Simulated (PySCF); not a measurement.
Cl4Se, SMILES Cl[Se+](Cl)(Cl)Cl, charge +1, multiplicity 2. Coordinates come from a PBE-D3(BJ)/def2-SVP optimisation.

Q: Give the equilibrium geometry at PBE-D3(BJ)/def2-SVP (PySCF confirms it by a frequency run) as a Z-matrix, and its point group. (An estimate is asked for; the answer gives what the named calculation found.)

A: point group Td.
```
Se
Cl 1 2.2149
Cl 1 2.2149 2 109.47
Cl 1 2.2149 2 109.47 3 -120.00
Cl 1 2.2149 2 109.47 3 120.00
```
Charge +1, spin multiplicity 2.
